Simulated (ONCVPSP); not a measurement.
## u(r) = r·R(r): atom against pseudo-atom (nickel (Ni))

Columns: radius, all-electron u(r) and pseudo u(r) of the 3s shell (level -110.50 eV) of nickel in the configuration [Ne] 3s2 3p6 3d8 4s2; LDA (Perdew-Wang 92), scalar-relativistic, ONCV scheme, ONCVPSP 4.0.1.

```csv
r (bohr),all-electron,pseudo
0.060,0.1307,0.1527
0.120,-0.5255,0.3047
0.180,-0.6836,0.4549
0.240,-0.4309,0.6012
0.300,-0.0034,0.7402
0.360,0.4320,0.8681
0.420,0.7926,0.9798
0.480,1.0510,1.0709
0.540,1.2095,1.1375
0.600,1.2842,1.1772
0.660,1.2936,1.1886
0.720,1.2570,1.1728
0.780,1.1899,1.1320
0.840,1.1044,1.0704
0.900,1.0097,0.9930
0.960,0.9123,0.9059
1.020,0.8164,0.8147
1.080,0.7251,0.7248
1.140,0.6399,0.6398
1.200,0.5618,0.5616
1.260,0.4910,0.4909
1.320,0.4276,0.4275
1.380,0.3711,0.3710
1.440,0.3212,0.3211
1.500,0.2774,0.2773
1.560,0.2391,0.2390
```

Q: How many radial nodes do the two functions have?

A: The all-electron 3s function has n − l − 1 = 2; the pseudo-wave has 0, since the states of the same l below it are removed with the core.

Q: At about which radius was the pseudo-wave matched?

A: 1.15 bohr. The columns agree to 0.0005 from 1.08 bohr on; several derivatives are matched, so the curves merge somewhat inside the radius.

Q: Is the pseudo-wave norm-conserving?

A: Yes: the ONCV scheme keeps the norm inside the radius equal to the all-electron one, which fixes the energy derivative of the logarithmic derivative at the level.
